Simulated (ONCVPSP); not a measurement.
# What one change does to a pseudopotential (cadmium, ONCV)

- Element: Cd (Z = 48)
- Generator: ONCVPSP 4.0.1
- Type: optimised norm-conserving Vanderbilt (ONCV)
- Functional: PBE
- Relativity: scalar-relativistic
- Frozen core: [Ar] 3d10
- Valence charge: 20
- Reference configuration: 4s2 4p6 4d10 5s0.5 (charge +1.5)
- Partial waves: 4s+5s: rc 1.25 bohr, ncon 4, nbas 7, qcut 7.5 1/bohr, 2 projectors; 4p: rc 1.00 bohr, ncon 4, nbas 7, qcut 8.2 1/bohr, 1 projector; 4d: rc 1.60 bohr, ncon 4, nbas 8, qcut 7.9 1/bohr, 1 projector
- Local potential: polynomial inside 0.90 bohr (lpopt 5, dvloc0 3 Ha)
- Core correction: Teter function, fcfact 2, rcfact 1.55

Change: local potential polynomial inside 0.90 bohr (lpopt 5, dvloc0 9.5 Ha).

Cutoffs: the cutoffs (Ha) at which the residual kinetic energy of the hardest occupied pseudo-wave falls to 1 and 0.1 mHa per electron; they do not see the model core or the augmentation charge, which bear on the density cutoff. Errors are all-electron minus pseudo energies relative to the spin-unpolarised reference configuration.

Q: How do hardness, ghosts and transferability respond?

A: The potential gets neither clearly harder nor softer (122 Ha and 149 Ha → 122 Ha and 149 Ha); of the 4 tests that both files solve, the error grows in 0 and shrinks in 1 by more than 15 % and 0.3 meV (median size 1.9 → 1.8 meV); the range in which the p phases agree widens (upper end 3.4 → 4.5); neither file shows a bound ghost.

```csv
quantity,base,changed
"cutoff, loose",122 Ha,122 Ha
"cutoff, tight",149 Ha,149 Ha
bound ghosts,none,none
GHOST(+) flags under 300 eV,s at 237.7 eV,none
"error for 4s2 4p6 4d10 5s2, meV [ΔE -16.80 eV]",+2.0,+2.0
"error for 4s2 4p6 4d10 5s1, meV [ΔE -7.53 eV]",+1.0,+1.0
"error for 4s2 4p6 4d10 5s0, meV [ΔE 9.60 eV]",-1.7,-1.7
"error for 4s2 4p6 4d9 5s2 5p1, meV [ΔE -4.16 eV]",+69,+52
s: phases at 1.27 bohr within 0.05 rad from the reference energy up to (Ha; the scan ends near 5),to the end of the scan,to the end of the scan
p: phases at 1.01 bohr within 0.05 rad from the reference energy up to (Ha; the scan ends near 5),3.4,4.5
d: phases at 1.63 bohr within 0.05 rad from the reference energy up to (Ha; the scan ends near 5),2.2,2.1
"rms error of d²Exc/dni dnj with the model core, mHa",0.96,0.96
```
